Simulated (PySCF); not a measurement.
A structure optimised at PBE0-D3(BJ)/def2-SVP, used in a PySCF frequency run:

```
B
F 1 1.3273
N 1 1.3885 2 120.96
H 3 1.0096 1 122.98 2 180.00
H 3 1.0121 4 115.35 1 180.00
Br 1 1.9304 2 118.30 3 180.00
```

### Question
Write its SMILES, formula and point group.

### Answer
NB(F)Br, BBrFH₂N, Cs

### Question
What are its rotational constants (standard atomic weights)?

### Answer
9.7648, 2.8033, 2.1780 GHz
